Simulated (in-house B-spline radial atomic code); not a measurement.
Configurations of Pm³⁺, with energies counted from [Xe] 4f4. Method: scalar-relativistic (X2C) AM05, spin-polarised, spherical fractional occupations, Fermi nucleus of rms radius 4.962 fm. Calculated with an all-electron radial atomic-structure program (B-spline basis). Shells without spins written out take the highest spin.

Occupations are held fixed; configurations that lie above the ionisation limit could autoionise.

```json
{"configuration": "[Xe] 4f(3 up, 1 down)", "E - E(ref) (eV)": "2.2072", "highest orbital": "4f down", "its <r> (bohr)": "0.9431"}
{"configuration": "[Kr] 4d10 4f4 5s2 5p5 5d1", "E - E(ref) (eV)": "23.292", "highest orbital": "5d up", "its <r> (bohr)": "2.153"}
{"configuration": "[Kr] 4d10 4f4 5s2 5p5 6d1", "E - E(ref) (eV)": "39.038", "highest orbital": "6d up", "its <r> (bohr)": "4.779"}
{"configuration": "[Kr] 4d9 4f4 5s2 5p6 6s1", "E - E(ref) (eV)": "134.23", "highest orbital": "6s up", "its <r> (bohr)": "3.087"}
{"configuration": "[Kr] 4d(4 up, 5 down) 4f(2 up, 2 down) 5s2 5p6 6s(1 up, 0 down)", "E - E(ref) (eV)": "139.46", "highest orbital": "6s up", "its <r> (bohr)": "3.102"}
{"configuration": "[Kr] 4d9 4f4 5s2 5p6 6d1", "E - E(ref) (eV)": "146.26", "highest orbital": "6d up", "its <r> (bohr)": "4.725"}
{"configuration": "[Kr] 4d9 4f4 5s2 5p6 6f1", "E - E(ref) (eV)": "152.33", "highest orbital": "6f up", "its <r> (bohr)": "7.222"}
```

Problem. Order these further configurations by energy, lowest first.
A. [Xe] 4f(0 up, 3 down) 5f(1 up, 0 down)
B. [Kr] 4d10 4f4 5s2 5p5 6p1
C. [Xe] 4f3 6s1
D. [Xe] 4f(1 up, 2 down) 6s(1 up, 0 down)
E. [Xe] 4f3 6f1

Solution. C (14.743 eV), D (16.484 eV), A (28.035 eV), B (32.387 eV), E (32.781 eV).

Problem. How far above the reference does [Xe] 4f(3 up, 0 down) 5d(1 up, 0 down) lie?

Solution. 10.742 eV; its least bound orbital is 5d up with <r> = 2.123 bohr.

Problem. How far above the reference does [Kr] 4d9 4f4 5s2 5p6 5d1 lie?

Solution. 130.12 eV; its least bound orbital is 5d up with <r> = 2.107 bohr.

Problem. How far above the reference does [Kr] 4d10 4f4 5s2 5p5 6s1 lie?

Solution. 27.126 eV; its least bound orbital is 6s up with <r> = 3.116 bohr.
